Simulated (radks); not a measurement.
Values are calculated unless marked as measured or tabulated.
Task: Valence configurations of W I (all share [Xe]). Level of theory: Dirac Kohn-Sham, LDA (Slater exchange, Perdew-Wang correlation), spin-unpolarised, spherical densities, point nucleus; open shells fill j = l - 1/2 first (a radial shooting solver on a logarithmic mesh with Libxc functionals). Order these by energy: 4f14 5d4 6s1 6p1; 4f13 5d5 6s2; 4f14 5d4 6s2; 4f14 5d5 6s1; 4f11.5 5d6.5 6s2; 4f14 5d3 6s2 6p1; 4f14 5d3.5 6s2 6p0.5; 4f13.5 5d4.5 6s2; 4f14 5d2 6s2 6p2; 4f14 5d5 6p1.

Result: From the lowest, in eV above it: 4f14 5d4 6s2 0.000; 4f14 5d3.5 6s2 6p0.5 1.730; 4f14 5d5 6s1 1.953; 4f14 5d3 6s2 6p1 3.888; 4f14 5d4 6s1 6p1 4.094; 4f14 5d5 6p1 5.779; 4f14 5d2 6s2 6p2 9.587; 4f13.5 5d4.5 6s2 14.812; 4f13 5d5 6s2 31.625; 4f11.5 5d6.5 6s2 94.652. NIST lists [Xe] 4f14 5d4 6s2 as the ground configuration; this level of theory agrees among the configurations tried. The energies are those of spherical spin-averaged densities, not of single terms.
